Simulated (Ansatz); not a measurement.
Consider the hydrogen abstraction from the Si–H bond: `C#C[SiH2]F` + H• → `C#C[SiH]F`• + H₂.

Calculated with Ansatz (gas phase, PBE0-D4/def2-TZVP geometries, no zero-point term in ΔE). CCSD(T)/CBS is the MP2 limit (def2-TZVPP, def2-QZVPP) plus CCSD(T) − MP2 in def2-TZVPP, frozen cores. This one scheme is used for every species, atoms too. DFT in def2-TZVPP. B3LYP here is the variant with VWN-RPA as its local correlation; programs differ in this. HSE06 is defined as in plane-wave codes. Open shells (•) are unrestricted, without spin–orbit coupling.

```tsv
level	ΔE (kJ/mol)	difference from CCSD(T)/CBS
B3LYP-D4	-57.9	-16.5
r2SCANh-D4	-57.7	-16.3
HSE06-D4	-47.0	-5.6
PBE	-56.6	-15.2
PBE0	-47.2	-5.8
B3LYP	-58.6	-17.2
r2SCAN0	-54.4	-13.0
HF/CBS(def2)	-19.7	21.7
MP2/CBS(def2)	-19.5	21.9
CCSD/CBS(def2)	-41.3	0.1
CCSD(T)/CBS	-41.4	0
```

Largest T1 diagnostic among the species: 0.024.

Leaving LDA and LC-ωPBE aside and taking each functional with its dispersion term where it has one, the values, not all of them listed here, spread over 29.9 kJ/mol, from BLYP-D4 to PBE-QIDH. LDA lies +3.2 kJ/mol from PBE without D4. From BLYP to BHLYP (50 % exact exchange), in def2-TZVPP and without D4, ΔE moves by +22.0 kJ/mol. At CCSD(T), def2-SVP lies +9.1 kJ/mol from the extrapolated value and def2-TZVPP −0.2 kJ/mol.
